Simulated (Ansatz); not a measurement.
Two isomers of C2H9NOSi: A = `CO[SiH](C)N`, B = `COCN[SiH3]`.

Calculated with Ansatz (gas phase, PBE0-D4/def2-TZVP geometries, no zero-point term in ΔE). CCSD(T)/CBS adds triple-zeta CCSD(T) − MP2 to the extrapolated MP2 energy (def2 sets, frozen cores). Functionals use def2-TZVPP. B3LYP here is the variant with VWN-RPA as its local correlation; programs differ in this. Each species was taken in one conformer, which may not be the lowest.

(1) Which is lower in electronic energy at CCSD(T)/CBS, and by how much? (Estimate.)

(2) Give E(B) − E(A) in kcal/mol with B2PLYP, B3LYP, B3LYP-D4, ωB97M-V, BLYP-D4, HF/def2-TZVPP, MP2/def2-TZVPP. (Best estimate.)

(3) Does the order hold for the free energy at 298.15 K (harmonic terms from PBE0-D4)? (Estimate.)

Largest T1 diagnostic: 0.011.

Answers

(1) Computed: A, by 57.5 kcal/mol.

(2) Ansatz gave: B2PLYP 56.6, B3LYP 55.6, B3LYP-D4 55.4, ωB97M-V 56.8, BLYP-D4 53.9, HF/def2-TZVPP 56.1, MP2/def2-TZVPP 58.1. None reverses the order clearly.

(3) Ansatz gave: Yes: G(B) − G(A) = +57.2 kcal/mol, for one conformer each. Modes under 60 cm⁻¹, often nearly free rotors, make the harmonic entropy too high.

From BLYP to BHLYP (50 % exact exchange), in def2-TZVPP and without D4, E(B) − E(A) moves by +2.5 kcal/mol. Leaving LDA and LC-ωPBE aside and taking each functional with its dispersion term where it has one, the values, not all of them listed here, spread over 5.4 kcal/mol, from revPBE-D4 to B97M-V. LDA lies −1.2 kcal/mol from PBE without D4.
